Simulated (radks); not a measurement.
Spherical quantum dot in the effective-mass picture: electrons in a hard-walled sphere of radius 9.2, with a point charge +1 (a donor) at the centre, all in effective atomic units (hartree* = m*/eps^2 hartree, bohr* = eps/m* bohr), one dielectric constant everywhere. Method: non-relativistic Kohn-Sham, LDA (Slater exchange, Perdew-Wang correlation), spin-polarised, spherical densities; computed with a radial shooting solver with Libxc functionals. Levels are named by radial order and angular momentum (1s, 1p, 1d, 2s, ...), and open shells are averaged over m. Results are scaled to m* = 0.445 and eps = 9.9, for which hartree* = 123.5 meV and bohr* = 1.177 nm.

N = 12, configuration 1s2 1p6 1d(up 3, down 0) 2s(up 1, down 0). This is the lowest configuration that the search found. Occupied and some empty levels:

| level | occupation | eigenvalue (meV) | <r> (nm) |
|---|---|---|---|
| 1s up | 1 | 178.54 | 4.830 |
| 1s down | 1 | 182.77 | 7.180 |
| 1p up | 3 | 184.43 | 7.742 |
| 2s up | 1 | 184.87 | 4.883 |
| 1p down | 3 | 186.72 | 7.731 |
| 1d up | 3 | 190.69 | 7.941 |
| 1d down | 0 | 193.01 | 7.932 |
| 2s down | 0 | 197.07 | 3.129 |
| 1f up | 0 | 199.39 | 8.108 |
| 1f down | 0 | 201.74 | 8.105 |
| 1g up | 0 | 210.37 | 8.255 |
| 1g down | 0 | 212.72 | 8.255 |
| 2p up | 0 | 220.66 | 5.342 |
| 2p down | 0 | 223.22 | 5.495 |

Energy (meV): total 1008.85, kinetic 294.75, external -334.81, Hartree 1298.5, exchange-correlation -249.58.

Electron density:

| r (nm) | n(r) (e/nm^3) |
|---|---|
| 0.573 | 0.06870 |
| 1.11 | 0.02790 |
| 1.65 | 0.01173 |
| 2.19 | 0.005208 |
| 2.73 | 0.002546 |
| 3.27 | 0.001502 |
| 3.81 | 0.001182 |
| 4.35 | 0.001232 |
| 4.89 | 0.001511 |
| 5.43 | 0.001960 |
| 5.97 | 0.002533 |
| 6.51 | 0.003154 |
| 7.04 | 0.003704 |
| 7.58 | 0.004017 |
| 8.12 | 0.003922 |
| 8.66 | 0.003324 |
| 9.20 | 0.002309 |
| 9.74 | 0.001171 |
| 10.3 | 0.0003108 |
| 10.8 | 6.737e-07 |
